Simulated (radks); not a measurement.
K4+, configuration [Ne] 3s1.5 3p3 4f0.5 (fractional occupations, a model configuration).

Calculated with a radial shooting solver on a logarithmic mesh with Libxc functionals: Dirac Kohn-Sham, PBEsol, spin-unpolarised, spherical densities, point nucleus; open shells fill j = l - 1/2 first.

Energy parts (eV):
part                      energy
total                 -16178.980
kinetic                16293.548
electron-nucleus      -37564.531
Hartree                 5921.019
exchange-correlation    -829.016

Orbitals (lengths in bohr, moments of r in powers of bohr):
orbital  occ.  eigenvalue (eV)     <r^2>  small-component weight
1s1/2       2        -3590.735  0.008850                4.59e-03
2s1/2       2        -423.3557    0.1772                7.59e-04
2p1/2       2        -352.7374    0.1496                7.38e-04
2p3/2       4        -349.8247    0.1516                7.32e-04
3s1/2     1.5         -94.2311     1.526                1.68e-04
3p1/2       2         -76.2733     1.712                1.49e-04
3p3/2       1         -75.8959     1.726                1.48e-04
3d3/2       0         -49.4231     2.115                1.03e-04
3d5/2       0         -49.3886     2.118                1.02e-04
4s1/2       0         -34.8240     8.025                5.23e-05
4p1/2       0         -29.6354     9.631                4.55e-05
4p3/2       0         -29.5489     9.688                4.53e-05
4f5/2     0.5         -17.8258     14.03                2.27e-05
4f7/2       0         -17.8249     14.03                2.27e-05
5f5/2       0         -10.7917     45.67                1.44e-05
5f7/2       0         -10.7911     45.68                1.44e-05

The highest occupied level is 4f5/2 at -17.826 eV. The configuration is held as typed, so some empty levels lie below it. Summed over all electrons, <r^2> = 15.73 bohr^2, which gives a Langevin (diamagnetic) susceptibility term of -12.5 x 10^-6 cm^3/mol. The density falls to 0.001 e/bohr^3 at r = 3.56 bohr.

Run on one thread of a shared host, so times are rough (Arm Neoverse V2): 0.09 s of CPU time, 0.09 s wall, 13 iterations on 2476 mesh points.
